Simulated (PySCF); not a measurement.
C₃H₈OSi, SMILES O[SiH]1CCC1.

Coordinates come from a PBE0-D3(BJ)/def2-SVP optimisation. One conformer was computed; it need not be the lowest.

Method: PBE0-D3(BJ)/def2-SVP in PySCF 2.14.0.

Frequencies are harmonic and unscaled.

```json
[
 {"mode": "1", "ν (cm⁻¹)": "26", "IR (km/mol)": "95.3", "moving atoms (share of kinetic energy)": "H 69 %, O 24 %"},
 {"mode": "2", "ν (cm⁻¹)": "126", "IR (km/mol)": "1.0", "moving atoms (share of kinetic energy)": "H 38 %, C 31 %, O 20 %, Si 11 %"},
 {"mode": "3", "ν (cm⁻¹)": "257", "IR (km/mol)": "6.1", "moving atoms (share of kinetic energy)": "H 45 %, O 20 %, C 19 %, Si 16 %"},
 {"mode": "4", "ν (cm⁻¹)": "274", "IR (km/mol)": "6.9", "moving atoms (share of kinetic energy)": "H 46 %, Si 23 %, C 16 %, O 15 %"},
 {"mode": "5", "ν (cm⁻¹)": "449", "IR (km/mol)": "0.8", "moving atoms (share of kinetic energy)": "C 45 %, H 24 %, Si 17 %, O 14 %"},
 {"mode": "6", "ν (cm⁻¹)": "571", "IR (km/mol)": "6.8", "moving atoms (share of kinetic energy)": "H 87 %, C 11 %"},
 {"mode": "7", "ν (cm⁻¹)": "663", "IR (km/mol)": "32.3", "moving atoms (share of kinetic energy)": "H 59 %, C 25 %, Si 15 %"},
 {"mode": "8", "ν (cm⁻¹)": "673", "IR (km/mol)": "19.6", "moving atoms (share of kinetic energy)": "C 46 %, H 31 %, Si 23 %"},
 {"mode": "9", "ν (cm⁻¹)": "720", "IR (km/mol)": "139.9", "moving atoms (share of kinetic energy)": "H 91 %"},
 {"mode": "10", "ν (cm⁻¹)": "806", "IR (km/mol)": "113.0", "moving atoms (share of kinetic energy)": "H 72 %, Si 15 %, C 13 %"},
 {"mode": "11", "ν (cm⁻¹)": "830", "IR (km/mol)": "28.6", "moving atoms (share of kinetic energy)": "H 43 %, C 40 %, O 14 %"},
 {"mode": "12", "ν (cm⁻¹)": "855", "IR (km/mol)": "99.3", "moving atoms (share of kinetic energy)": "H 47 %, O 32 %, Si 12 %, C 9 %"},
 {"mode": "13", "ν (cm⁻¹)": "895", "IR (km/mol)": "31.5", "moving atoms (share of kinetic energy)": "H 66 %, C 18 %, Si 10 %"},
 {"mode": "14", "ν (cm⁻¹)": "913", "IR (km/mol)": "19.7", "moving atoms (share of kinetic energy)": "C 48 %, H 46 %"},
 {"mode": "15", "ν (cm⁻¹)": "961", "IR (km/mol)": "4.6", "moving atoms (share of kinetic energy)": "H 99 %"},
 {"mode": "16", "ν (cm⁻¹)": "976", "IR (km/mol)": "10.3", "moving atoms (share of kinetic energy)": "C 62 %, H 38 %"},
 {"mode": "17", "ν (cm⁻¹)": "980", "IR (km/mol)": "123.5", "moving atoms (share of kinetic energy)": "H 36 %, Si 28 %, C 25 %, O 11 %"},
 {"mode": "18", "ν (cm⁻¹)": "1066", "IR (km/mol)": "0.3", "moving atoms (share of kinetic energy)": "H 67 %, C 32 %"},
 {"mode": "19", "ν (cm⁻¹)": "1158", "IR (km/mol)": "51.4", "moving atoms (share of kinetic energy)": "H 53 %, C 46 %"},
 {"mode": "20", "ν (cm⁻¹)": "1205", "IR (km/mol)": "2.5", "moving atoms (share of kinetic energy)": "H 71 %, C 29 %"},
 {"mode": "21", "ν (cm⁻¹)": "1234", "IR (km/mol)": "2.5", "moving atoms (share of kinetic energy)": "H 81 %, C 18 %"},
 {"mode": "22", "ν (cm⁻¹)": "1283", "IR (km/mol)": "1.1", "moving atoms (share of kinetic energy)": "H 74 %, C 25 %"},
 {"mode": "23", "ν (cm⁻¹)": "1406", "IR (km/mol)": "10.6", "moving atoms (share of kinetic energy)": "H 91 %, C 9 %"},
 {"mode": "24", "ν (cm⁻¹)": "1426", "IR (km/mol)": "7.7", "moving atoms (share of kinetic energy)": "H 91 %, C 9 %"},
 {"mode": "25", "ν (cm⁻¹)": "1468", "IR (km/mol)": "1.9", "moving atoms (share of kinetic energy)": "H 91 %, C 9 %"},
 {"mode": "26", "ν (cm⁻¹)": "2193", "IR (km/mol)": "175.1", "moving atoms (share of kinetic energy)": "H 97 %"},
 {"mode": "27", "ν (cm⁻¹)": "3064", "IR (km/mol)": "34.0", "moving atoms (share of kinetic energy)": "H 95 %"},
 {"mode": "28", "ν (cm⁻¹)": "3083", "IR (km/mol)": "10.4", "moving atoms (share of kinetic energy)": "H 94 %"},
 {"mode": "29", "ν (cm⁻¹)": "3084", "IR (km/mol)": "2.1", "moving atoms (share of kinetic energy)": "H 94 %"},
 {"mode": "30", "ν (cm⁻¹)": "3120", "IR (km/mol)": "16.0", "moving atoms (share of kinetic energy)": "H 90 %, C 10 %"},
 {"mode": "31", "ν (cm⁻¹)": "3163", "IR (km/mol)": "9.2", "moving atoms (share of kinetic energy)": "H 90 %, C 10 %"},
 {"mode": "32", "ν (cm⁻¹)": "3164", "IR (km/mol)": "10.2", "moving atoms (share of kinetic energy)": "H 91 %, C 9 %"},
 {"mode": "33", "ν (cm⁻¹)": "3953", "IR (km/mol)": "124.8", "moving atoms (share of kinetic energy)": "H 94 %"}
]
```
